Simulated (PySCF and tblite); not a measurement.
The numbers below are computed, except where a source is named.
System: C4H11As, numbered as in [CH3:1][CH2:2][As:3]([CH3:4])[CH3:5].

The path came from a restrained scan, a climbing-image band and a saddle search at GFN2-xTB; energies are BP86/pcSseg-1 + D3(BJ), IEF-PCM dichloromethane//GFN2-xTB, thermal terms GFN2-xTB. Rates follow Eyring's equation with the number of equivalent paths and no tunnelling. Run with tblite and PySCF.

The barrier is low, and the GFN2-xTB saddle may lie off the DFT one, so take it as rough. Spin–orbit effects of heavy atoms on shieldings are missing.

Estimate the barrier and the room-temperature rate of the rotation about the C2–As3 bond (torsion C1–C2–As3–C4 from -78° to -187°, falling).

The electronic barrier is 1.7 kcal/mol and ΔG‡(298 K) 2.3 kcal/mol, over a Cs saddle with an imaginary mode of 64i cm⁻¹ (GFN2-xTB). With 1 equivalent path, k is 1.3×10¹¹ s⁻¹, a mean lifetime of the start of 7.9 ps against this motion.
